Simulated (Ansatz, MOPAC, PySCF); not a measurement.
Isomers of C3H4S. Isolated molecules, 0 K electronic values unless said otherwise. One relaxed conformer stands for each flexible species; it need not be the lowest. Strings in code marks are SMILES.

Quantity: electronic energy of isomers of C3H4S relative to `C=CC=S` (C–C–C–S torsion 180°), in kcal/mol. The restricted reference of `S=C1CC1` and `C=CC=S` is unstable towards unrestricted orbitals. Semi-empirical values (MOPAC) are differences of heats of formation.

Level 1: frozen-core CCSD(T)/cc-pVTZ // PBE0-D3(BJ)/def2-TZVP (Ansatz, a program for electronic structure)
Level 2: PBE-D3(BJ)/def2-TZVP // PBE0-D3(BJ)/def2-TZVP (PySCF)
Level 3: BP86/6-31G* // PBE0-D3(BJ)/def2-TZVP (PySCF)
Level 4: AM1 // PBE0-D3(BJ)/def2-TZVP (MOPAC)

| species | level 1 | level 2 | level 3 | level 4 |
|---|---|---|---|---|
| `C#CCS` | 19.5 | 22.3 | 27.8 | 6.31 |
| `SC1=CC1` (H–S–C–C torsion 180°) | 34.9 | 30.3 | 35.5 | 28.8 |
| `S=C1CC1` | 18.8 | 15.0 | 15.6 | 14.1 |
| `C#CSC` | 20.6 | 20.7 | 26.4 | 1.46 |
| `C=C=CS` | 17.4 | 14.2 | 18.7 | 1.66 |
| `SC1C=C1` (H–S–C–C torsion 152°) | 37.6 | 35.2 | 39.7 | 36.5 |
| `CC#CS` | 15.4 | 15.1 | 20.6 | -4.70 |
